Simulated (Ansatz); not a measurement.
C2H5O (SMILES C[CH-]O), charge -1, singlet, geometry from GFN2-xTB (a gas-phase anion, which may not be bound at this level); Ansatz (a first-principles code) with CCSD/def2-SVP.

The Ansatz input:
Ansatz 0.2 input:
```yaml
crystal:
  periodic: [false, false, false]
  atoms:
    - {symbol: C, position_ang: [1.11701280, -0.45538201, 0.16584940]}
    - {symbol: C, position_ang: [0.08054857, 0.68537464, 0.06351505]}
    - {symbol: O, position_ang: [-1.26679294, 0.00053142, -0.21741353]}
    - {symbol: H, position_ang: [-1.54067912, -0.29799928, 0.65522787]}
    - {symbol: H, position_ang: [0.27418481, 1.16455386, -0.94448532]}
    - {symbol: H, position_ang: [2.12245125, -0.01877928, 0.23543440]}
    - {symbol: H, position_ang: [0.95379974, -1.03911597, 1.08571755]}
    - {symbol: H, position_ang: [1.13921864, -1.19286638, -0.66877288]}
basis:
  gaussian:
    orbitals: def2-SVP
total_charge: -1
magnetization: {spin_polarized: false}
correlation: {method: ccsd, diis_vectors: 4}
```

Output, abridged:

```
Functional definition: HF
687 factors; integrals over basis functions are off by at most 1.2e-3 eV
mean field evaluation 1: about -4168.9109 eV, gradient 2.0e1 eV
mean field evaluation 2: about -4168.9136 eV, gradient 2.0e1 eV
mean field evaluation 4: about -4170.2853 eV, gradient 1.6e0 eV
mean field evaluation 8: about -4170.2996 eV, gradient 8.9e-4 eV
mean field evaluation 16: about -4170.2971 eV, gradient 2.1e-1 eV
mean field -4170.29956893 eV, -153.2556824278 hartree, gradient 1.7e-6 eV, S^2 0.000000; 0 other end points of the search recorded, 0 dependent functions left out
3 core orbitals not correlated
reference -4170.29956893 eV, -153.2556824278 hartree; 10, 10 occupied and 54, 54 virtual orbitals, 687 factors
second order -13.16794516 eV of doubles, -0.00000000 eV of singles
cycle   1  -13.70209947 eV  change   -5.3e-1 eV  update   7.7e-2
cycle   2  -14.04653132 eV  change   -3.4e-1 eV  update   2.3e-2
cycle   3  -14.12305024 eV  change   -7.7e-2 eV  update   1.2e-2
cycle   4  -14.12247010 eV  change    5.8e-4 eV  update   3.7e-3
cycle   5  -14.12223217 eV  change    2.4e-4 eV  update   2.3e-3
cycle   6  -14.12185078 eV  change    3.8e-4 eV  update   1.0e-3
cycle   7  -14.12144779 eV  change    4.0e-4 eV  update   4.8e-4
cycle   8  -14.12183153 eV  change   -3.8e-4 eV  update   2.2e-4
cycle   9  -14.12193363 eV  change   -1.0e-4 eV  update   1.0e-4
cycle  10  -14.12203324 eV  change   -1.0e-4 eV  update   5.1e-5
cycle  11  -14.12207277 eV  change   -4.0e-5 eV  update   2.2e-5
cycle  12  -14.12208651 eV  change   -1.4e-5 eV  update   1.1e-5
Total energy: -4184.42165544 eV, -153.7746595347 hartree
```
